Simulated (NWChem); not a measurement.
## Atomisation of C2F3O

```xyz
6

O      2.0700     0.0611    -0.0318
C      1.0952    -0.5185     0.2573
C     -0.3531    -0.0268     0.0127
F     -0.3864     1.1450    -0.6046
F     -0.9628     0.0858     1.1822
F     -0.9855    -0.9215    -0.7294
```
Charge 0, spin multiplicity 2.

Everything below was run with NWChem. The geometry was optimised at UPBE0/def2-SVP, a minimum by its harmonic frequencies.

Basis set: def2-TZVP. The atomisation energy is electronic alone: no zero-point, thermal, spin-orbit or counterpoise terms. No value is extrapolated to the basis-set limit. Free atoms are single determinants with multiplicities O 3, C 3, F 2. Correlated methods freeze the same cores in atoms and molecule, 6 orbitals in all.

B3LYP has NWChem's definition, with VWN1-RPA local correlation. The structure started from a generated list of species. The stability of the SCF solutions was not checked. Open-shell Hartree-Fock references start from PBE0 orbitals.

Task: Order these methods by the atomisation energy they give, lowest first: LC-wPBE (omega 0.3 per bohr), B3LYP, PBE, PBE0, M06-2X, MP2.

Result: B3LYP (605.6 kcal/mol), M06-2X (615.8 kcal/mol), PBE0 (618.6 kcal/mol), MP2 (628.7 kcal/mol), LC-wPBE (omega 0.3 per bohr) (639.6 kcal/mol), PBE (654.5 kcal/mol)
